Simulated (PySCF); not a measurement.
## How methods differ on the excitation energy of I⁺

I⁺ [Kr] 4d10 5s2 5p4 (3P) → I⁺ [Kr] 4d10 5s1 5p5 (3P), as a difference of total energies. All numbers are calculated (PySCF 2.14, a scalar-relativistic core potential, in aug-cc-pVQZ-PP with one added diffuse shell each of s, p, d, f, g type with ECP28MDF (8s8p6d4f3g, 117 functions)). Correlated levels: valence: 4s2 4p6 4d10 frozen. The calculations carry no spin-orbit coupling.

```
           method  excitation energy (cm⁻¹)  error (cm⁻¹)
              UHF                     96975        +16431
              LDA                     89598         +9053
              PBE                     88757         +8212
             PBE0                     91005        +10460
           r2SCAN                     89879         +9334
          wB97X-V                     92552        +12008
            B3LYP                     90736        +10192
           revPBE                     88456         +7912
    MP2 (valence)                     89272         +8728
SCS-MP2 (valence)                     88252         +7707
```

Reference: 80545 cm⁻¹ (measured; NIST levels, between the centres of gravity of the two terms).

Errors of the correlated levels include the incompleteness of this basis and the frozen core.
